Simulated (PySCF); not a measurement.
CH₃AlBrClO, SMILES C[O][Al]([Cl])[Br]. Atoms are numbered in the order given.

```xyz
8

Al    -0.2203    -0.5369     0.1036
Cl    -0.5293    -1.5115     1.9238
Br     0.6506     1.5324     0.0545
O     -0.6421    -1.3426    -1.3101
C     -0.6398    -1.1493    -2.7024
H     -0.0199    -1.9237    -3.1844
H     -1.6676    -1.2410    -3.0918
H     -0.2451    -0.1581    -2.9879
```
Charge 0, spin multiplicity 1.

Coordinates come from a TPSSh-D3(BJ)/def2-SVP optimisation. The structure was generated by enumeration; whether it is a known compound was not checked. The values are those of a single conformer.

Two levels are set side by side: PBE/pcSseg-1 (PySCF) and PBE0/pcSseg-1 (PySCF). GIAO shifts against H2O (¹⁷O), HCl (³⁵Cl), TMS (¹H), TMS (¹³C) at the same level; non-relativistic, no solvent, atoms listed together averaged. Without spin–orbit terms, shifts of atoms bonded to Cl or Br come out too high at both levels. Differences are taken from unrounded values.

```csv
quantity,PBE
δ(³⁵Cl) of Cl2 (ppm),6.7
δ(¹⁷O) of O4 (ppm),72.1
δ(¹³C) of C5 (ppm),59.9
```

Q: These are the PBE values. What does PBE0 give? (An estimate is asked for; the answer gives what the named calculation found.)

A: 
| quantity | PBE0 | PBE minus PBE0 |
|---|---|---|
| δ(³⁵Cl) of Cl2 (ppm) | -11.2 | 17.9 |
| δ(¹⁷O) of O4 (ppm) | 50.0 | 22.0 |
| δ(¹³C) of C5 (ppm) | 57.8 | 2.1 |

Rough cost on one machine, each run with all the roots and properties that it gave: PBE0 against PBE within a factor of 2.
